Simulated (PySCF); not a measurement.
Members of one series of related molecules.

All values: wB97X-D/def2-SVPD (PySCF) at PBE0-D3(BJ)/def2-SVP geometries, gas phase, one conformer each. Core orbitals are frozen in the response; Δα² is half the sum of the squared differences of the principal polarisabilities.

Question: Rank by HOMO–LUMO gap, highest first.
A. `NBB(F)F` (B2F2H3N)
B. `B(S[SiH3])N` (BH6NSSi)
C. `B(N)Cl` (BClH3N)
D. `C#CBN` (C2H4BN)

Answer: C (12.18 eV), A (12.00 eV), D (10.78 eV), B (10.61 eV).

Question: Rank by vertical ionisation energy (ΔSCF), lowest first.
A. `FB(BN)F` (B2F2H3N)
B. `NBS[SiH3]` (BH6NSSi)
C. `NBCl` (BClH3N)
D. `C#CBN` (C2H4BN)

Answer: B (9.34 eV), D (10.22 eV), C (10.99 eV), A (11.23 eV).

Question: Rank by mean static polarisability, lowest first.
A. `NBS[SiH3]` (BH6NSSi)
B. `C#CBN` (C2H4BN)
C. `NBCl` (BClH3N)

Answer: C (5.64 Å³), B (6.96 Å³), A (10.86 Å³).

All values together:

```tsv
SMILES	formula	μ (D)	HOMO (eV)	LUMO (eV)	α (Å³)	Δα (Å³)	electrons	α per electron (Å³)	ΔSCF removal energy (eV)
NBS[SiH3]	BH6NSSi	1.93	-9.04	1.57	10.86	4.69	48	0.226	9.34
NBCl	BClH3N	2.76	-10.40	1.78	5.64	2.17	32	0.176	10.99
C#CBN	C2H4BN	1.73	-9.76	1.02	6.96	4.46	28	0.248	10.22
NBB(F)F	B2F2H3N	3.01	-10.60	1.40	5.56	1.31	38	0.146	11.23
```

Conformers: `[NH2:1][BH:2][S:3][SiH3:4]` with N1–B2–S3–Si4 -178°.
